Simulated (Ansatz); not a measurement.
Consider the atomization: `N=C1N([SiH3])[SiH]1Cl` → C• + Cl• + 5 H• + 2 N• + 2 Si•.

Computed with Ansatz on PBE0-D4/def2-TZVP structures; ΔE is electronic, products minus reactants. CBS: MP2 limit from def2 TZ/QZ plus the TZ coupled-cluster correction, frozen cores. This one scheme is used for every species, atoms too. DFT in def2-TZVPP. Open shells (•) are unrestricted, without spin–orbit coupling. Spin–orbit coupling would lower the free atoms: a little for C, Cl, Si. One conformer a species, not always the lowest.

`N=C1N([SiH3])[SiH]1Cl`:

Z-matrix (Å, degrees):
```
Si
N 1 1.739
H 1 1.485 2 110.3
H 1 1.485 2 109.7 3 -119.9
H 1 1.481 2 107.1 3 120.2
C 2 1.417 1 134.2 3 62.9
Si 2 1.722 1 156.3 3 -111.6
N 6 1.254 2 137.9 1 1.4
Cl 7 2.032 2 118.7 1 65.5
H 7 1.474 2 119.1 1 -69.9
H 8 1.022 6 112.6 2 -0.2
```

```csv
species,CAM-B3LYP energy (Eh)
`N=C1N([SiH3])[SiH]1Cl`,-1189.88118
C•,-37.83702
Cl•,-460.16616
H•,-0.49881
N•,-54.58263
Si•,-289.37690
```

(1) Work out ΔE.

Largest T1 diagnostic among the species: 0.014.

## Answers

(1) ΔE = 5 × (-0.49881) + 2 × (-54.58263) + 2 × (-289.37690) + (-37.83702) + (-460.16616) − (-1189.88118) = 1.46489 Eh = +919.2 kcal/mol. CCSD(T)/CBS gives +920.4 kcal/mol.

From BLYP to BHLYP (50 % exact exchange), in def2-TZVPP and without D4, ΔE moves by −31.1 kcal/mol: exact exchange takes away binding that semilocal exchange gives to molecules. The D4 term adds +12.4 kcal/mol with B3LYP and +6.6 kcal/mol with PBE0; it sums over pairs of atoms, weighted by their polarisabilities, and B3LYP, whose exchange is more repulsive, gets the larger term. Leaving LDA and LC-ωPBE aside and taking each functional with its dispersion term where it has one, the values, not all of them listed here, spread over 56.7 kcal/mol, from BHLYP-D4 to PBE-D4. LDA lies +127.9 kcal/mol from PBE without D4, its usual overbinding.

B3LYP here is the variant with VWN-RPA as its local correlation; programs differ in this.

For atomizations the MP2-based limit and the directly extrapolated one differ by several kJ/mol either way, and by 10 to 25 for some Ge, Se and Sn compounds, so smaller differences from it don't rank the levels.
